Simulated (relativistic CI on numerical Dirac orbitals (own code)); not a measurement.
**What each ingredient does to the levels of Re LII**

Base calculation: Dirac-Coulomb-Breit CI, KLI orbitals optimised for each configuration, model QED, unscaled Slater integrals.

CI space (outside the closed core [Ne]): 3s2 3p6 3d6, 3s2 3p5 3d7, 3s2 3p4 3d8, 3s 3p6 3d7, 3p6 3d8, 3s 3p5 3d8, 3s2 3p6 3d5 4s, 3s2 3p6 3d5 4p, 3s2 3p4 3d7 4s, 3s2 3p6 3d5 4d, 3s2 3p5 3d6 4s, 3s2 3p6 3d5 4f, 3s2 3p6 3d4 4s2, 3s 3p6 3d6 4s, 3p6 3d7 4s, 3p6 3d7 4p. Levels of other configurations are missing.

Variants: (1) QED terms removed. Shifts of the energy above 3s2 3p6 3d6 3F_4, in eV, for the lowest level and the first level of each name with at least 55 % of one term (blank where a level changes its place among those of its configuration and J or its character, or is not in the variant):

```
            Level     Base    Δ(1)
 3s2 3p6 3d6 3F_4    0.000   0.000
 3s2 3p6 3d6 5D_3   67.477  -0.194
 3s2 3p6 3d6 3G_5   77.299  -0.190
 3s2 3p6 3d6 3H_6   77.305  -0.191
 3s2 3p6 3d6 3P_1  100.825  -0.191
 3s2 3p6 3d6 3F_3  102.683  -0.187
 3s2 3p6 3d6 5D_2  140.569  -0.381
 3s2 3p6 3d6 5D_0  143.559  -0.379
 3s2 3p6 3d6 3H_5  151.447  -0.382
 3s2 3p6 3d6 1I_6  154.938  -0.382
 3s2 3p6 3d6 1D_2  199.418  -0.372
 3s2 3p6 3d6 1S_0  217.450  -0.377
3s2 3p5 3d7 5G°_6  396.335  +0.625
3s2 3p5 3d7 3P°_0  407.608  +0.636
```

At this charge energies of transitions that change n are usually good to better than 1 %, and those within a shell (Δn = 0) to a few per cent.

Ionisation energy from the two ground configurations alone: base 4744.76 eV. The NIST ASD value (theoretical) is 4745 eV.

LS names give the leading component of a level, which can be under half, so a name can repeat, a term be missing and a line seem to break the LS rules.
